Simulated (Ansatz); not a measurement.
The cluster SiSe2⁺. Total charge 1; doublet. Geometry r2SCAN-D4/def2-TZVP.

Cartesian coordinates in Å:
```
Si 1.1467 0.3472 0.6538
Se -0.7862 -0.9713 0.4697
Se -0.3605 0.6241 -1.1235
```

The structure comes from a short search, and lower isomers may exist.

(1) Estimate the α-spin orbital energies around the gap (eV) in Ansatz with PBE-D4/def2-SVP, r2SCAN-D4/def2-TZVP, B97M-V/def2-TZVP, PBE0-D4/def2-SVP, PBE0-D4/def2-TZVP.

## Answers

(1) 
```csv
orbital,PBE-D4/def2-SVP,r2SCAN-D4/def2-TZVP,B97M-V/def2-TZVP,PBE0-D4/def2-SVP,PBE0-D4/def2-TZVP
HOMO−9,-60.76,-61.78,-62.28,-65.51,-65.36
HOMO−8,-60.75,-61.77,-62.27,-65.50,-65.34
HOMO−7,-26.11,-26.68,-26.69,-28.46,-28.12
HOMO−6,-22.05,-22.57,-22.50,-24.02,-23.83
HOMO−5,-17.83,-18.08,-18.09,-19.40,-19.20
HOMO−4,-15.21,-15.39,-15.32,-16.36,-16.15
HOMO−3,-14.58,-14.90,-14.84,-15.97,-15.83
HOMO−2,-13.17,-13.34,-13.33,-14.29,-14.11
HOMO−1,-12.87,-13.00,-13.01,-13.93,-13.81
HOMO,-11.84,-12.14,-12.11,-13.07,-12.96
LUMO,-9.38,-9.17,-9.02,-8.59,-8.45
LUMO+1,-8.56,-8.37,-8.16,-7.71,-7.57
LUMO+2,-7.31,-7.07,-6.98,-6.53,-6.45
LUMO+3,-6.33,-6.02,-6.00,-5.49,-5.52
LUMO+4,-2.50,-2.80,-2.96,-1.65,-2.50
LUMO+5,0.71,-2.22,-2.20,1.74,-1.76
β HOMO,-12.80,-12.93,-12.95,-13.85,-13.74
β LUMO,-10.91,-10.70,-10.57,-10.09,-9.94
```
